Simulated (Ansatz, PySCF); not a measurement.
Gas-phase reaction in SMILES: [C-]#[N+]CC + 5 [H][H] (H2) → 3 C (CH4) + N (NH3)
Structures are relaxed separately at B3LYP-D3(BJ)/def2-TZVP in Ansatz (a program for electronic structure).
Geometry of the first species:
SMILES: [C-]#[N+]CC
```xyz
9

C     -1.5290     0.2840    -0.1251
C     -0.2976    -0.5526    -0.4537
N      0.8749    -0.0301     0.1651
C      1.8162     0.4197     0.6833
H     -1.4021     1.3088    -0.4729
H     -1.7052     0.3036     0.9501
H     -2.4041    -0.1449    -0.6144
H     -0.4263    -1.5820    -0.1143
H     -0.1245    -0.5812    -1.5311
```
Charge 0, spin multiplicity 1.

Property: energy of full hydrogenation (enthalpy at 298 K, with B3LYP-D3(BJ) rigid-rotor harmonic-oscillator terms from PySCF), in kcal/mol. Valence correlation only, unless marked. No spin-orbit coupling. Non-relativistic. CBS(X,Y): correlation extrapolated as X^-3; Hartree-Fock from the larger set.

```json
[
 {"level": "BLYP-D4/def2-TZVPD", "program": "Ansatz + dftd4", "energy of full hydrogenation (kcal/mol)": "-90.8"},
 {"level": "B97M-V/def2-TZVPD", "program": "Ansatz", "energy of full hydrogenation (kcal/mol)": "-107.5"},
 {"level": "TPSSh-D4/def2-TZVPD", "program": "PySCF + dftd4", "energy of full hydrogenation (kcal/mol)": "?"},
 {"level": "r2SCANh/def2-TZVPD", "program": "Ansatz", "energy of full hydrogenation (kcal/mol)": "-105.9"},
 {"level": "r2SCAN0-D4/def2-TZVPD", "program": "Ansatz + dftd4", "energy of full hydrogenation (kcal/mol)": "-108.7"},
 {"level": "r2SCAN0/def2-TZVPD", "program": "Ansatz", "energy of full hydrogenation (kcal/mol)": "-109.1"},
 {"level": "CAM-B3LYP-D3(BJ)/def2-TZVPD", "program": "Ansatz + dftd3", "energy of full hydrogenation (kcal/mol)": "-103.9"},
 {"level": "CAM-B3LYP-D4/def2-TZVPD", "program": "Ansatz + dftd4", "energy of full hydrogenation (kcal/mol)": "-103.7"},
 {"level": "SCS-MP2/6-31G", "program": "Ansatz", "energy of full hydrogenation (kcal/mol)": "-86.1"},
 {"level": "SCS-MP2/aug-cc-pVDZ", "program": "Ansatz", "energy of full hydrogenation (kcal/mol)": "-98.4"},
 {"level": "CCSD/cc-pVTZ", "program": "Ansatz", "energy of full hydrogenation (kcal/mol)": "?"},
 {"level": "CCSD(T)/CBS(cc-pVTZ,cc-pVQZ)", "program": "Ansatz", "energy of full hydrogenation (kcal/mol)": "?"}
]
```

Fill in the missing entries.


- TPSSh-D4/def2-TZVPD, energy of full hydrogenation (kcal/mol): -94.8
- CCSD/cc-pVTZ, energy of full hydrogenation (kcal/mol): -102.3
- CCSD(T)/CBS(cc-pVTZ,cc-pVQZ), energy of full hydrogenation (kcal/mol): -100.5
